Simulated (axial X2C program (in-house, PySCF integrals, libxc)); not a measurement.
**Ionising the radicals of a process plasma**

All values come from calculations with an in-house all-electron X2C program for linear molecules (integrals from PySCF), spin-free (one-electron X2C) or two-component (2c: spin–orbit coupling with atomic mean-field Coulomb and Gaunt terms, which also bring small scalar terms), in Dyall basis sets with cores contracted in-house; open shells are unrestricted.

Level PBE0, spin-free. Basis sets: Al dyall-v3z, B dyall-v3z, Br dyall-v3z, Cd dyall-cv3z, F dyall-av3z, H dyall-v3z, O dyall-av3z, Ru dyall-cv3z, S dyall-av3z, Sb dyall-cv3z, Si dyall-v3z, Sn dyall-cv3z, Ta dyall-v3z, Te dyall-cv3z, Ti dyall-cv3z.

```tsv
species	state	ion state	adiabatic IE with zero-point terms (eV)	D0 (eV)	D0 of the ion (eV)
TiH	M_S = 3/2, Λ = 3	M_S = 1, Λ = 3	6.72	n/a	n/a
TaBr	M_S = 2, Λ = 1	M_S = 3/2, Λ = 0	6.89	n/a	n/a
CdB	M_S = 1/2, Λ = 1	M_S = 0, Λ = 0	6.96	n/a	2.06
SnSi	M_S = 1, Λ = 0	M_S = 3/2, Λ = 0	7.27	2.73	2.77
SbTe	M_S = 1/2, Λ = 1	M_S = 0, Λ = 0	7.30	2.66	4.09
SbO	M_S = 1/2, Λ = 1	M_S = 0, Λ = 0	8.01	3.88	4.91
RuH	M_S = 3/2, Λ = 0	M_S = 2, Λ = 1	8.26	n/a	n/a
AlF	M_S = 0, Λ = 0	M_S = 1/2, Λ = 0	9.59	6.65	3.15
SF	M_S = 1/2, Λ = 1	M_S = 1, Λ = 0	10.02	3.47	3.84
```

Problem. Which of these can a metastable argon atom (³P2, 11.55 eV, NIST) ionise on energy grounds?

Solution. At PBE0, spin-free, IE lies below 11.55 eV for TiH, TaBr, CdB, SnSi, SbTe, SbO, RuH, AlF, SF.

Problem. Which of these can a metastable xenon atom (³P2, 8.32 eV, NIST) ionise on energy grounds?

Solution. At PBE0, spin-free, IE lies below 8.32 eV for TiH, TaBr, CdB, SnSi, SbTe, SbO, RuH. Within the error of the method (some tenths of an eV) the answer is open for SbO, RuH.

Problem. Give the threshold for dissociative ionisation to the lowest fragments, IE + D0(ion).

Solution. At PBE0, spin-free: CdB → Cd + B+: 9.02 eV; SnSi → Sn+ + Si: 10.04 eV; SbTe → Te+ + Sb: 11.39 eV; SbO → Sb+ + O: 12.92 eV; AlF → Al+ + F: 12.74 eV; SF → S+ + F: 13.86 eV.

Each entry is the lowest single determinant of a limited PBE0 search at one distance. De goes to single-determinant-based atoms at the same level (for ions the charge split of lowest energy) and is withheld (n/a) where an atom does not fit its ground term or J level. Main or longest-lived isotopes. One determinant is a doubtful description, or other states lie close, for TiH, TiH⁺, TaBr, TaBr⁺, CdB, SnSi, SnSi⁺, SbTe, SbO, RuH, RuH⁺; these need not be ground states, and all values refer to the states named. The functionals have no current term, which raises determinants with orbital currents. Where the atoms have a lower orbital projection than the molecule, De at mean-field level may be about a tenth of an eV too small. These values were not checked against measured ones; errors of some tenths of an eV are usual, and D0 of doubtful transition-metal species is not given. Spin-free thresholds lack the spin–orbit lowering of heavy atomic ions, up to half an eV for Sn⁺ or Sb⁺.
